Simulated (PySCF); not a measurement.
C3H10N (SMILES CC[NH2+]C), charge +1, singlet, geometry from GFN2-xTB. Base run: PBE0/3-21G (PySCF).

Here is a job for PySCF.
```python
from pyscf import gto, scf, dft

mol = gto.Mole()
mol.atom = '''
    C     1.212965   -0.435057    1.057457
    C     0.493405    0.730069    0.405607
    N    -0.229128    0.305727   -0.833645
    C    -1.426797   -0.523694   -0.585809
    H     1.901380   -0.911491    0.363196
    H     1.795852   -0.064582    1.895764
    H     0.523502   -1.178712    1.445334
    H     1.215044    1.499857    0.126018
    H    -0.234334    1.167764    1.090651
    H     0.428525   -0.224436   -1.420569
    H    -0.512179    1.141324   -1.358938
    H    -2.127952    0.019403    0.044817
    H    -1.916450   -0.768342   -1.526111
    H    -1.146926   -1.448788   -0.088174
'''
mol.basis = '3-21g'
mol.charge = 1
mol.spin = 0
mol.verbose = 4
mol.build()

mf = dft.RKS(mol)
mf.xc = 'pbe0'
mf.kernel()
mo_i, mo_e, stable_i, stable_e = mf.stability(internal=True, external=True, return_status=True, nroots=6, tol=1e-6)
print('internally stable:', stable_i, ' externally stable:', stable_e)
if not stable_e:
    umf = mf.to_uhf() if not hasattr(mf, 'xc') else mf.to_uks()
    umf.scf_summary = {}
    umf.kernel(umf.make_rdm1(mo_e, umf.mo_occ))
mf.analyze()
```

The bond that is stretched is that between atoms 8 and 2. A test that says stable can miss a lower solution.

Variants of this job, named by their change:

```
change       ΔE vs base (mEh)  <S^2>  E after following the instability (Eh)  <S^2> there  HOMO-LUMO gap (eV)   stability test says
-----------  ----------------  -----  --------------------------------------  -----------  ------------------  --------------------
base                    0.000  0.000                                       -            -               11.55                stable
bond × 1.25            27.870  0.000                                       -            -               10.86                stable
bond × 1.5             75.632  0.000                                       -            -                8.87                stable
bond × 1.8              130.4  0.000                                       -            -                6.39                stable
bond × 2.2              187.3  0.000                              -173.50849         0.00                4.15  external instability
bond × 3.0              251.8  0.000                              -173.51323         0.98                1.93  external instability
```

Where a bond breaks into two radicals, a solution with restricted orbitals usually stops being the lowest and lies too high; an unrestricted one lies lower at the price of spin contamination, which <S^2> shows.
